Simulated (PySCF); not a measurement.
Computed IR spectrum (relative IR intensity) of a molecule C4H5BFN. The structure is a stationary point at B3LYP-D3(BJ)/def2-SVP. The values are those of a single conformer. Computed with B3LYP-D3(BJ)/def2-SVP run with PySCF. No scaling factor is applied to the harmonic values.

Lines under 2 % of the strongest are left out, and lines within 2 cm⁻¹ are merged.

ν (cm⁻¹): 195 (vw), 659 (vw), 735 (vw), 886 (vw), 913 (w), 975 (vw), 1028 (m), 1078 (w), 1135 (vw), 1157 (w), 1217 (w), 1252 (w), 1311 (m), 1385 (m), 1448 (s), 1483 (vs), 2369 (m), 3056 (vw), 3074 (w), 3141 (w) (against the strongest line: vs over 80 %, s over 45 %, m over 15 %, w over 4 %, vw less)

Q: Pick the molecule that these values belong to.
(A) C=CB1C=N[C@H]1F
(B) FB1C=CCN=C1
(C) NB1C=CC(F)=C1
(D) N#C[C@H]1CCB1F

A: D, N#C[C@H]1CCB1F
